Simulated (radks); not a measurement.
Values are calculated unless marked as measured or tabulated.
Task: O IV, configuration [He] 2s2 2p1. Code: a radial shooting solver on a logarithmic mesh with Libxc functionals. Model: non-relativistic Kohn-Sham, BLYP, spin-unpolarised, spherical densities, point nucleus. Some entries of the table are withheld. Estimate them.

orbital,occ.,eigenvalue (eV),r(max) (bohr)
1s,2,(1),0.1293
2s,2,(2),0.8059
2p,1,(3),(4)

Result: 
(1) 1s eigenvalue (eV): -587.1990
(2) 2s eigenvalue (eV): -79.3355
(3) 2p eigenvalue (eV): -65.0539
(4) 2p r(max) (bohr): 0.6998
